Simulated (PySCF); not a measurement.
Molecule: `CC(C)B(O)O`, C₃H₉BO₂.

Molfile (atoms numbered from 1):
```
C3H9BO2
     RDKit          3D

 15 14  0  0  0  0  0  0  0  0999 V2000
   -0.5011    1.0744   -1.1628 C   0  0  0  0  0  0  0  0  0  0  0  0
   -0.6680    0.1941    0.0789 C   0  0  0  0  0  0  0  0  0  0  0  0
   -1.7605   -0.8558   -0.1315 C   0  0  0  0  0  0  0  0  0  0  0  0
    0.7083   -0.4894    0.4454 B   0  0  0  0  0  0  0  0  0  0  0  0
    1.2179   -1.4048   -0.4332 O   0  0  0  0  0  0  0  0  0  0  0  0
    1.3364   -0.1390    1.6078 O   0  0  0  0  0  0  0  0  0  0  0  0
   -1.4495    1.5667   -1.4360 H   0  0  0  0  0  0  0  0  0  0  0  0
   -0.1771    0.4756   -2.0292 H   0  0  0  0  0  0  0  0  0  0  0  0
    0.2486    1.8667   -1.0074 H   0  0  0  0  0  0  0  0  0  0  0  0
   -0.9544    0.8376    0.9281 H   0  0  0  0  0  0  0  0  0  0  0  0
   -1.4977   -1.5374   -0.9561 H   0  0  0  0  0  0  0  0  0  0  0  0
   -2.7254   -0.3844   -0.3826 H   0  0  0  0  0  0  0  0  0  0  0  0
   -1.9184   -1.4713    0.7685 H   0  0  0  0  0  0  0  0  0  0  0  0
    2.0613   -1.7936   -0.1840 H   0  0  0  0  0  0  0  0  0  0  0  0
    2.1752   -0.5815    1.7700 H   0  0  0  0  0  0  0  0  0  0  0  0
  1  2  1  0
  2  3  1  0
  2  4  1  0
  4  5  1  0
  4  6  1  0
  1  7  1  0
  1  8  1  0
  1  9  1  0
  2 10  1  0
  3 11  1  0
  3 12  1  0
  3 13  1  0
  5 14  1  0
  6 15  1  0
M  END
```

Geometry PBE0-D3(BJ)/def2-SVP throughout; GIAO in PySCF 2.14.0 with density-fitted response routines, gas phase, one conformer, non-relativistic; equivalent atoms averaged; functional PBE0.

(1) How do the absolute shieldings σ depend on the basis set? (ppm; last column core-seconds on 1 thread of an Arm Neoverse V1, shared host)

(2) Which nucleus moves most, in ppm?

(3) Taking the largest basis, def2-TZVP (240 functions), as the yardstick, rank the others by their worst heavy-atom deviation.

## Answers

(1) 
| basis set | functions | C1/C3 | C2 | B4 | O5/O6 | H14/H15 | H10 | H7/H8/H9/H11/H12/H13 | core-s |
| --- | --- | --- | --- | --- | --- | --- | --- | --- | --- |
| STO-3G | 39 | 212.1 | 216.7 | 103.7 | 275.2 | 30.35 | 31.65 | 31.79 | 3.5 |
| 6-31G | 72 | 179.0 | 183.6 | 86.2 | 218.6 | 30.24 | 31.42 | 31.45 | 6.5 |
| 6-31G* | 102 | 174.4 | 180.0 | 85.0 | 228.0 | 29.58 | 30.89 | 30.91 | 9.4 |
| def2-SVP | 129 | 174.3 | 180.4 | 80.7 | 234.6 | 28.80 | 30.62 | 30.54 | 12 |
| pcSseg-1 | 147 | 164.1 | 169.0 | 69.3 | 214.3 | 28.56 | 30.44 | 30.30 | 13 |
| 6-311+G(2d,p) | 216 | 167.1 | 169.7 | 72.0 | 214.7 | 29.42 | 30.47 | 30.54 | 27 |
| def2-TZVP | 240 | 166.5 | 169.9 | 72.3 | 217.2 | 29.33 | 30.46 | 30.52 | 32 |

(2) O5/O6 (oxygen bonded to B, H): from 214.3 ppm with pcSseg-1 to 275.2 ppm with STO-3G. The smallest spread is 1.21 ppm, at H10. Proton shifts span only some 12 ppm, so a few tenths of a ppm matter as much there as several ppm in carbon.

(3) 6-311+G(2d,p) 2.5 ppm (216 functions), pcSseg-1 3.0 ppm (147 functions), 6-31G* 12.6 ppm (102 functions), 6-31G 13.8 ppm (72 functions), def2-SVP 17.4 ppm (129 functions), STO-3G 58.0 ppm (39 functions).

A small basis that lands close on one nucleus may do so by chance; judge by the trend and by all nuclei.
